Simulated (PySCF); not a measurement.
## Where the electron goes

Compound: C9H9F.
Cartesian coordinates in Å at the PBE0-D3(BJ)/def2-SVP level; atoms count from 1:
```xyz
19
C9H9F angstrom
F     -2.6850   -0.0887   -0.7599
C     -1.9603   -0.4234    0.3558
C     -0.4889   -0.1720    0.1232
C     -0.1533    1.2940   -0.1862
C      1.1460    1.5090   -0.3720
C      1.9905    0.2375   -0.2399
C      1.3941   -0.7590   -1.2394
C      0.0943   -0.9698   -1.0519
C      1.6724   -0.3272    1.1459
C      0.3727   -0.5410    1.3354
H     -2.1362   -1.4893    0.5818
H     -2.3235    0.1805    1.2052
H     -0.9443    2.0428   -0.2514
H      1.6032    2.4720   -0.6036
H      3.0610    0.4142   -0.3959
H      2.0062   -1.2187   -2.0165
H     -0.5448   -1.6185   -1.6529
H      2.4587   -0.5216    1.8766
H     -0.0767   -0.9391    2.2477
```

Computed, not measured: TDDFT CAM-B3LYP/def2-SVPD, vertical, gas phase, core orbitals frozen in the response in PySCF 2.14.0, density-fitted response routines.

Kohn–Sham orbitals with the atoms that hold most of them (Löwdin shares over 4%, at most four atoms; ? is withheld):

```csv
orbital,ε (eV),atoms
LUMO+2,1.41,"C9 10%, C2 9%, H15 9%, H18 7%"
LUMO+1,0.77,"C7 16%, C5 16%, C8 15%, C4 15%"
LUMO,0.72,?
HOMO,-7.57,"C7 16%, C5 16%, C8 16%, C4 16%"
HOMO-1,-9.16,"C8 18%, C7 18%, C4 17%, C5 16%"
HOMO-2,-9.17,"C10 22%, C9 22%, C4 10%, C5 9%"
HOMO-3,-10.58,"C3 13%, F1 11%, C2 9%, C6 9%"
```

Question: Give the leading atoms of the LUMO.

Answer: C9 (bonded to 2 C and H) 21%; C10 (bonded to 2 C and H) 20%; C5 (bonded to 2 C and H) 7%; C7 (bonded to 2 C and H) 7%.

Question: How does S1 compare with the orbital gap of 8.29 eV?

Answer: S1 is at 5.08 eV (f = 0.0000), 3.21 eV below the gap, made of HOMO→LUMO (98%). Without the coupling terms of the response equations the lowest excitation would equal the gap.

Question: Give energy, strength and leading configuration of S1 and S2, and follow the Löwdin shares of the leading atoms from the occupied to the empty orbital.

Answer: 
- S1 (5.08 eV, f 0.0000), HOMO→LUMO (98%): C7 16% → 7%, C5 16% → 7%, C9 at most 17% → 21%, C10 at most 17% → 20%
- S2 (5.13 eV, f 0.0001), HOMO→LUMO+1 (98%): C7 16% → 16%, C5 16% → 16%

Löwdin shares depend on the basis, the more so with diffuse functions.

Hardware: an Arm Neoverse N1 with one thread (shared host). Cost: 5.6 min.

One conformer stands for the species.
